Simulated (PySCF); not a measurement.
## Sr: excitation energy

Sr [Kr] 5s2 (1S) → Sr [Kr] 4d2 (3F), as a difference of total energies. Computed with PySCF 2.14 in x2c-TZVPPall (8s6p6d2f1g, 79 functions), with the spin-free X2C one-electron Hamiltonian (Gaussian nucleus). Correlated levels: valence: [Kr] frozen; valence and next inner shell: [Ar] 3d10 frozen. The calculations carry no spin-orbit coupling.

```json
{"method": "UHF", "excitation energy (eV)": "4.428"}
{"method": "LDA", "excitation energy (eV)": "4.227"}
{"method": "PBE", "excitation energy (eV)": "3.913"}
{"method": "PBE0", "excitation energy (eV)": "4.039"}
{"method": "r2SCAN", "excitation energy (eV)": "3.704"}
{"method": "B3LYP", "excitation energy (eV)": "4.231"}
{"method": "B2PLYP", "excitation energy (eV)": "4.512"}
{"method": "BHandHLYP", "excitation energy (eV)": "4.444"}
{"method": "BLYP", "excitation energy (eV)": "4.108"}
{"method": "MP2 (valence)", "excitation energy (eV)": "4.804"}
{"method": "SCS-MP2 (valence)", "excitation energy (eV)": "4.986"}
{"method": "MP2 (valence and next inner shell)", "excitation energy (eV)": "4.841"}
{"method": "SCS-MP2 (valence and next inner shell)", "excitation energy (eV)": "5.000"}
```

Problem. How much does correlation contribute at MP2 (valence and next inner shell)?

Solution. 4.841 − (4.428) = 0.413 eV, measured against UHF.

A first-order spin-orbit estimate (lowest level to lowest level, LS coupling) adds -0.017 eV.
